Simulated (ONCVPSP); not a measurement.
## Cutoff test, Ta, ONCV

ONCVPSP 4.0.1 input, shortened (lines: element, Z, core and valence counts, functional; n l f; lmax; l rc ep ncon nbas qcut; lloc lpopt rc5 dvloc0; l nproj debl; icmod fcfact rcfact), PBE, scalar-relativistic:

```
  Ta 73.00   10    3        4      upf
    1    0    2.00
    2    0    2.00
    2    1    6.00
    3    0    2.00
    3    1    6.00
    3    2   10.00
    4    0    2.00
    4    1    6.00
    4    2   10.00
    4    3   14.00
    5    0    2.00
    5    1    6.00
    5    2    3.00
    2
    0    1.25    0.00    4    8    4.40
    1    1.30    0.00    4    8    7.60
    2    1.90    0.00    4    8    6.00
    4    5    0.80    2.00
    0    1    3.20
    1    2    1.90
    2    1    2.60
    1    0.60    0.00
```

In the p channel the program set the typed energies aside and used -2.020, 0.250 Ha.

For each optimised wave give the share of its norm inside rc, the residual kinetic energy above qcut (Ha) and the cutoffs (Ha) for errors of 10, 1, 0.1 and 0.01 mHa per electron.

```tsv
wave	norm inside rc	residual KE	10 mHa	1 mHa	0.1 mHa	0.01 mHa
5s	0.698	9.5e-02	82.4	110.3	143.9	204.7
5p	0.555	6.4e-04	20.6	27.4	94.4	122.7
p projector 2	0.038	1.3e-04	9.4	23.1	30.1	74.0
5d	0.532	1.5e-05	10.1	13.3	16.0	19.6
```

The occupied waves need 110 Ha and 144 Ha for 1 and 0.1 mHa. Note: ghosts flagged at negative energy: s at -336.8 eV; GHOST(+) flagged for p at 106.4 eV. A true bound ghost makes a file unfit for plane-wave use.
